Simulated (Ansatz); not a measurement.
BMe2(nacnacH) (C₅H₁₁BN₂), 19 atoms. Hardware: 4 threads of Intel Xeon on a shared host.

Correlated methods freeze 8 core orbitals.

(1) How many basis functions does each of these Ansatz runs have, and roughly what does it cost? PBE0-D4/def2-TZVP, charge 1 doublet at the geometry of the charge 0 singlet, energy; HF/6-31G, charge 0 singlet, energy; B3LYP-D4/6-31G, charge 0 singlet, energy; B3LYP-D4/def2-TZVP, charge 0 singlet, energy, from earlier orbitals; PBE0-D4/def2-TZVP, charge 0 singlet, energy, from earlier orbitals; r2SCAN-D4/def2-TZVP, charge 0 singlet, energy, from earlier orbitals; PBE-QIDH/def2-TZVP, charge 0 singlet, energy and forces, from earlier orbitals; PBE-D4/def2-TZVP, charge 0 singlet, energy, from earlier orbitals; r2SCAN-D4/def2-TZVP, charge 0 triplet at the geometry of the charge 0 singlet, energy, from earlier orbitals; PBE-D4/def2-SVP, charge 0 singlet, relaxation, 5 steps; PBE0-D4/def2-TZVP, charge 0 triplet at the geometry of the charge 0 singlet, energy; PBE-QIDH/def2-TZVP, charge 1 doublet at the geometry of the charge 0 singlet, energy, from earlier orbitals.

Results:

(1) Other jobs shared the machine, so times can vary by a factor of up to 3. A dash marks memory too small to be measured apart from the calling script's.

| run | functions | fitting or Cholesky vectors | wall time | peak host memory (GiB) |
| --- | --- | --- | --- | --- |
| HF/6-31G, charge 0 singlet, energy | 94 | 1377 | 1.9 s | – |
| B3LYP-D4/6-31G, charge 0 singlet, energy | 94 | 1377 | 3.3 s | – |
| PBE-D4/def2-TZVP, charge 0 singlet, energy, from earlier orbitals | 314 | 1863 | 6 s | – |
| PBE0-D4/def2-TZVP, charge 0 singlet, energy, from earlier orbitals | 314 | 1863 | 9.5 s | 1.1 |
| r2SCAN-D4/def2-TZVP, charge 0 singlet, energy, from earlier orbitals | 314 | 1863 | 10 s | 0.56 |
| B3LYP-D4/def2-TZVP, charge 0 singlet, energy, from earlier orbitals | 314 | 1863 | 11 s | 1.1 |
| PBE-D4/def2-SVP, charge 0 singlet, relaxation, 5 steps | 167 | 1926 | 16 s | – |
| r2SCAN-D4/def2-TZVP, charge 0 triplet at the geometry of the charge 0 singlet, energy, from earlier orbitals | 314 | 1863 | 22 s | 0.7 |
| PBE0-D4/def2-TZVP, charge 1 doublet at the geometry of the charge 0 singlet, energy | 314 | 1863 | 24 s | 1.2 |
| PBE0-D4/def2-TZVP, charge 0 triplet at the geometry of the charge 0 singlet, energy | 314 | 1863 | 26 s | 1.2 |
| PBE-QIDH/def2-TZVP, charge 1 doublet at the geometry of the charge 0 singlet, energy, from earlier orbitals | 314 | 2136 | 32 s | 1.4 |
| PBE-QIDH/def2-TZVP, charge 0 singlet, energy and forces, from earlier orbitals | 314 | 2136 | 60 s | 1.4 |
